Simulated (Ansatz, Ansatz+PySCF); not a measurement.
```
atom    x (Å)    y (Å)    z (Å)
  Ru   0.0000   0.0000   0.0000
   O   0.9815   0.9815   0.9815
   O   0.9815  -0.9815  -0.9815
   O  -0.9815   0.9815  -0.9815
   O  -0.9815  -0.9815   0.9815
```

Basis set: def2-SVP on O; def2-TZVPP on Ru (spherical functions, with the set's core potentials past Kr). Charge 0, multiplicity 1.

Computed with Ansatz (development build ahead of 0.2.0); each method stands on the lowest determinant of its kind that the runs found. Restricted functionals stand beside restricted open-shell atoms, which can lie above the unrestricted atoms usual in DFT and then raise those values.

Problem. Give the atomization energy at this shape (free ground-state atoms in the same class of orbitals less the molecule, no zero-point energy) of singlet RuO₄ by ωB97X (unrestricted), PBE0 (restricted), PBE0 (unrestricted), UHF, RHF.

Solution.

```
              method  atomization energy
ωB97X (unrestricted)            18.37 eV
   PBE0 (restricted)            18.85 eV
 PBE0 (unrestricted)            18.54 eV
                 UHF             1.75 eV
                 RHF            -0.29 eV
```

Caution: another spin multiplicity may lie lower. Caution for UHF: the unrestricted determinant is a mixture of spin states. Caution for RHF: an unrestricted determinant lies well below.

The shape needn't be a minimum at these levels.
